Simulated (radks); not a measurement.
Task: These are the eigenvalues of the occupied orbitals of an atom or ion with whole-number occupations (Ry). Calculated with a radial shooting solver on a logarithmic mesh with Libxc functionals: scalar-relativistic Kohn-Sham, PBE, spin-polarised, spherical densities, finite nucleus; Fermi nuclear charge, rms radius of each element as measured or else 0.836 A^(1/3) + 0.57 fm.

orbital  eigenvalue
1s up     -5116.891
1s down   -5116.089
2s up     -1127.339
2s down   -1126.673
2p up     -1029.909
2p down   -1029.015
3s up     -449.1264
3s down   -446.4430
3p up     -420.0779
5d up     -135.4276

Which element is it, and in what charge state? The configuration may be excited. Open shells, if any, are filled with parallel spins first.

Result: Z = 72, hafnium, charge +56: Hf56+ in [Ne] 3s2 3p3 5d1. The list shows which subshells hold electrons but not how many an open one holds; the 1s level, -2558.4 hartree, gives Z - s = 71.5 by -(Z - s)^2/2, which with screening and relativity narrows Z to a few neighbours, and the depths of the outer levels then fix element, charge and occupations together.
